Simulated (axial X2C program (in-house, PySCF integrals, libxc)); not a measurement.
# YSb with a deliberately poor setting

Computed with an in-house all-electron X2C program for linear molecules (integrals from PySCF).

The run was started with this input:
```json
{"zs": [51, 39], "q": 0, "bas": ["dyall-v2z", "dyall-v2z"], "levels": ["PBE0", "HF", "r2SCAN0", "BLYP"], "cc": false, "r0": 3.03, "npts": 10, "nst": 2, "ntry": 6, "opt": {"nrad": 30, "nth": 6}}
```
```bash
python so2c.py task.json out
```

Keys: zs atomic numbers; q charge; bas basis sets; levels methods; cc coupled cluster on or off; r0 starting distance in Å; npts points on the curve; nst determinants followed; ntry starts of the search; nrad radial grid points; nth angular grid points. HF also brings MP2.

Q: One numerical setting was spoiled on purpose. Which, and what came out?

A: Integration grid too coarse. The grid acts on the functional rows and the state search only. States: spin-free M_S = 0, Λ = 0; 2c Ω = 2. The apparent results, which are not to be taken for properties of YSb:

```csv
Hamiltonian,level,points converged,Re (Å),ωe (cm⁻¹),De (eV),curve-fit residual (μEh)
spin-free,PBE0,10 of 10,2.623,270,2.13,0.0027
spin-free,HF,10 of 10,2.634,275,-0.50,0.18
spin-free,MP2,10 of 10,2.641,276,2.08,0.89
spin-free,r2SCAN0,10 of 10,2.617,279,1.90,2
spin-free,BLYP,10 of 10,2.684,240,2.39,0.75
2c,PBE0,10 of 10,2.766,225,2.07,0.68
2c,HF,10 of 10,2.813,199,0.37,18
2c,MP2,10 of 10,2.793,228,1.60,350
2c,r2SCAN0,9 of 10,2.766,225,1.84,1.4
2c,BLYP,10 of 10,2.830,199,2.20,1.6
```
